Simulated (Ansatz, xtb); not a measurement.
A geometry optimisation of CHClF3Si+ with r2SCAN-D4/def2-SVP

The starting geometry of this gas-phase singlet was built from a drawn formula by distance geometry and a force field; its bonds are those of `F[C@H](Cl)[Si+](F)F`.

```xyz
7

C     0.5107    1.7615    1.9778
Cl    0.4013    0.5751    3.3151
F     1.4611    1.2628    1.1374
F    -0.9171    2.9906   -0.1233
F    -2.1540    2.5436    2.1813
Si   -1.0584    1.9568    1.1661
H     0.9168    2.6676    2.4171
```

Question: Predict what becomes of its bonds when it is optimised with r2SCAN-D4/def2-SVP.

Answer: It rearranges to `F[CH+][Si](F)(F)Cl`. Contacts that open: C1–Cl2 (1.79 → 2.67 Å). Contacts that close: Cl2–Si6 (2.94 → 2.02 Å).

The energy falls by 2.29 eV over 23 steps:

```csv
step,E − E(last) (eV)
1,2.294
3,1.216
6,1.056
8,0.999
11,0.603
13,0.211
16,0.020
18,0.002
21,0.000
23,0.000
```

Final geometry (Å):

```xyz
7

C     0.8733    2.2787    1.8993
Cl   -0.6876    0.1889    2.4797
F     1.7752    2.0016    1.0669
F    -1.2156    1.8262   -0.0416
F    -1.8882    2.9776    2.2557
Si   -0.9650    1.9433    1.5081
H     1.2682    2.5416    2.9035
```

From the same start GFN2-xTB ends elsewhere, differing in C1–Cl2 (1.94 against 2.67 Å here).

The end wasn't checked by frequencies. Run with Ansatz 0.2.0, 58 s on 1 thread of Intel(R) Xeon(R) 6975P-C (Granite Rapids) (shared host).
